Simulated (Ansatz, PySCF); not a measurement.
# Energy differences in one family of gas-phase species

Each structure stands at its B3LYP-D3(BJ)/def2-TZVP stationary point, reached from a drawn start (curvature not checked).

(1), SiH4 (SMILES [SiH4]) (charge 0, multiplicity 1):
| atom | x (Å) | y (Å) | z (Å) |
|---|---|---|---|
| Si | 0.0000 | 0.0000 | 0.0000 |
| H | -0.1691 | 1.2235 | -0.8159 |
| H | -0.7440 | 0.1479 | 1.2712 |
| H | 1.4371 | -0.2048 | 0.2903 |
| H | -0.5240 | -1.1666 | -0.7455 |

(2), Si2H6 (SMILES [SiH3][SiH3]) (charge 0, multiplicity 1):
```xyz
8

Si    -1.16602     0.11850    -0.01748
Si     1.16602    -0.11848     0.01748
H     -1.76297    -0.81182    -1.00642
H     -1.53658     1.50596    -0.38829
H     -1.73391    -0.18251     1.31922
H      1.53659    -1.50593     0.38830
H      1.76296     0.81185     1.00642
H      1.73391     0.18253    -1.31922
```

(3), H2 (SMILES [H][H]) (charge 0, multiplicity 1, Z-matrix in Å and degrees):
```
H
H 1 0.7440
```

(4), H4OSi (SMILES O[SiH3]) (charge 0, multiplicity 1):
```xyz
6

O      1.171    -0.391    -0.342
Si    -0.399     0.019    -0.027
H      1.863    -0.022     0.212
H     -0.806    -0.389     1.340
H     -1.210    -0.699    -1.029
H     -0.618     1.481    -0.153
```

(5), H6OSi2 (SMILES [SiH3]O[SiH3]) (charge 0, multiplicity 1):
```xyz
9

Si     1.546    -0.323     0.049
O     -0.014    -0.182    -0.427
Si    -1.548     0.295    -0.115
H      2.310    -0.964    -1.041
H      2.114     1.016     0.335
H      1.631    -1.154     1.273
H     -2.069    -0.416     1.077
H     -2.384    -0.027    -1.290
H     -1.586     1.754     0.139
```

(6), H2O (SMILES O) (charge 0, multiplicity 1, Z-matrix in Å and degrees):
```
O
H 1 0.9627
H 1 0.9627 2 105.24
```

| step | quantity | PBE/def2-TZVPP (kJ/mol) | r2SCAN/def2-TZVPP (kJ/mol) | B3LYP-D3(BJ)/def2-TZVPP (kJ/mol) | PBE0/def2-TZVPP (kJ/mol) | wB97M-V/def2-TZVPP (kJ/mol) | CCSD(T)/cc-pV(Q+d)Z (kJ/mol) |
|---|---|---|---|---|---|---|---|
| 2 (1) → (2) + (3) | reaction energy | 9.1 | 13.4 | 19.4 | 14.4 | 24.0 | 20.2 |
| (1) + (4) → (5) + (3) | reaction energy | -65.6 | -81.1 | -82.7 | -69.2 | -80.8 | -85.1 |
| 2 (4) → (5) + (6) | reaction energy | -11.7 | -15.8 | -20.3 | -15.3 | -17.8 | -20.3 |

Right side less left side. No zero-point or thermal terms.

Frozen-core correlation throughout.

Codes used: Ansatz (a program for electronic structure) with Gaussian orbitals; PySCF for the D3/D4 terms. No computed number here is a measurement.

At CCSD(T)/cc-pV(Q+d)Z the steps run from -85.1 ((1) + (4) → (5) + (3)) to 20.2 kJ/mol (2 (1) → (2) + (3)); 2 of 3 are downhill as written. PBE/def2-TZVPP, r2SCAN/def2-TZVPP, B3LYP-D3(BJ)/def2-TZVPP, PBE0/def2-TZVPP, wB97M-V/def2-TZVPP give the same order. Counted from CCSD(T)/cc-pV(Q+d)Z, which is the highest level that all steps share and no exact value, the absolute differences over these 3 steps have mean and median 13.0 and 11.1 (PBE/def2-TZVPP), 5.1 and 4.5 (r2SCAN/def2-TZVPP), 1.1 and 0.8 (B3LYP-D3(BJ)/def2-TZVPP), 8.9 and 5.8 (PBE0/def2-TZVPP), 3.5 and 3.8 (wB97M-V/def2-TZVPP) kJ/mol; B3LYP-D3(BJ)/def2-TZVPP lies nearest by the mean. PBE/def2-TZVPP is furthest off for (1) + (4) → (5) + (3), by 19.4 kJ/mol.

The steps were written down ahead of the runs, not picked by their results: 3 of 3 stand here.
